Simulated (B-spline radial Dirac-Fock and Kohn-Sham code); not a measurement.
K edges in EELS at 300 kV and 5 mrad, Li to Ge

The computed values come from a radial atomic solver: the first Born approximation with generalised oscillator strengths from a Dirac-Hartree-Slater potential (longitudinal and transverse terms; continuum final states only, so no white lines or fine structure). Partial cross sections in barn for windows above the edge. Edges are tabulated values, any marked * orbital energies of the model.

| Z | element | edge (eV) | Δ = 50 eV | Δ = 100 eV | Δ = 200 eV |
| --- | --- | --- | --- | --- | --- |
| 3 | Li | 59.42* | 40800 | 48600 | 51500 |
| 6 | C | 284.2 | 2200 | 3490 | 4780 |
| 8 | O | 543.1 | 522 | 909 | 1400 |
| 9 | F | 696.7 | 280 | 503 | 808 |
| 15 | P | 2145.5 | 10.0 | 19.3 | 35.2 |
| 16 | S | 2472.0 | 6.10 | 11.8 | 21.9 |
| 17 | Cl | 2822.0 | 3.78 | 7.40 | 13.8 |
| 18 | Ar | 3205.9 | 2.36 | 4.67 | 8.78 |
| 19 | K | 3608.4 | 1.54 | 3.01 | 5.68 |
| 20 | Ca | 4038.5 | 1.01 | 1.97 | 3.72 |
| 21 | Sc | 4492.0 | 0.667 | 1.30 | 2.47 |
| 22 | Ti | 4966.0 | 0.448 | 0.877 | 1.67 |
| 24 | Cr | 5989.0 | 0.210 | 0.413 | 0.796 |
| 26 | Fe | 7112.0 | 0.105 | 0.207 | 0.400 |
| 28 | Ni | 8333.0 | 0.0548 | 0.108 | 0.210 |
| 29 | Cu | 8979.0 | 0.0397 | 0.0787 | 0.154 |
| 31 | Ga | 10367.0 | 0.0224 | 0.0442 | 0.0865 |
| 32 | Ge | 11103.0 | 0.0167 | 0.0332 | 0.0652 |
